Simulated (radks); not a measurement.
The numbers below are computed, except where a source is named.
Q: The mean radii <r> (bohr) of the occupied orbitals of an atom or ion are listed with their occupations. Code: a radial shooting solver on a logarithmic mesh with Libxc functionals. Model: scalar-relativistic Kohn-Sham, PW91, spin-polarised, spherical densities, finite nucleus; Fermi nuclear charge, rms radius of each element as measured or else 0.836 A^(1/3) + 0.57 fm.

orbital  occ.      <r>
1s up       1  0.01580
1s down     1  0.01580
2s up       1  0.06649
2s down     1  0.06649
2p up       3  0.06054
2p down     3  0.06054
3s up       1   0.1716
3s down     1   0.1716
3p up       3   0.1737
3p down     3   0.1737
3d up       5   0.1575
3d down     5   0.1575
4s up       1   0.3771
4s down     1   0.3771
4p up       3   0.4026
4p down     3   0.4026
4d up       5   0.4225
4d down     5   0.4225
5s up       1   0.8309
5s down     1   0.8309
4f up       7   0.4410
4f down     7   0.4410
5p up       3   0.9481
5p down     3   0.9476
5d up       5    1.236
5d down     5    1.227
6s up       1    2.131
6s down     1    2.112
6p up       2    2.780

Name the element and its charge. Open shells, if any, are filled with parallel spins first.

A: Z = 83, bismuth, charge +1: Bi+ in [Hg] 6p2. The 1s radius gives Z: for a bare nucleus <r> = (2 gamma + 1)/(2Z) with gamma = sqrt(1 - (Z/c)^2), 0.01561 bohr for Z = 83, and screening makes it slightly larger (0.01580 here). The occupations add up to 82, and the charge is Z minus that.
